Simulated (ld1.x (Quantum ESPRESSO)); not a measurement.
# strontium (Sr): one change to a TM potential, before and after

Sr (Z = 38), norm-conserving Troullier–Martins (Kleinman–Bylander form), made with ld1.x (Quantum ESPRESSO) 7.5 (PBE, scalar-relativistic). Core [Ar] 3d10 4s2, reference 4p6 4d0 5s2 5p0. Waves: 4p (bound): rc 1.35 bohr; 4d (bound, empty): rc 3.80 bohr; 5s (bound): rc 3.75 bohr. Local part: the s channel. Core correction: none.

Change: all radii scaled by about 1.16 (s 4.34, p 1.56, d 4.38 bohr).

Cutoffs: the cutoffs (Ry, on a coarse ladder) from which the occupation-weighted sum of valence levels, in a spherical-Bessel basis at the reference potential, stays within 10 and 1 mRy of its value at 400 Ry; they do not see the model core or the augmentation charge, which bear on the density cutoff. Errors are all-electron minus pseudo energies relative to the spin-unpolarised reference configuration.

**Question.** Predict the effect on cutoff, ghosts and configuration errors.

**Answer.** The potential gets softer (45 Ry and 90 Ry → 40 Ry and 80 Ry); of the 7 tests that both files solve, the error grows in 0 and shrinks in 2 by more than 15 % and 0.3 meV (median size 169.7 → 58.4 meV); neither file shows a bound ghost. A larger radius leaves more room for a smooth pseudo-wave, so fewer plane waves are needed.

```tsv
quantity	base	changed
cutoff, loose	45 Ry	40 Ry
cutoff, tight	90 Ry	80 Ry
loose cutoff by channel (10 mRy a level)	p 35 Ry, s 6 Ry	p 30 Ry, s 6 Ry
bound ghosts	none	none
error for 4p6 4d0 5s1 5p0, meV [ΔE 5.89 eV]	+5.7	+5.6
error for 4p6 4d0 5s0 5p0, meV [ΔE 16.89 eV]	+35	+9.4
error for 4p6 4d0 5s1.5 5p0, meV [ΔE 2.34 eV]	+1.0	+1.2
error for 4p6 4d0 5s0 5p1, meV [ΔE 8.82 eV]	-547	-573
error for 4p6 4d0 5s1 5p1, meV [ΔE 2.30 eV]	-314	-315
error for 4p6 4d0 5s0 5p2, meV [ΔE 4.71 eV]	-728	-746
error for 4p5 4d0 5s2 5p0, meV [ΔE 28.31 eV]	-170	-58
```
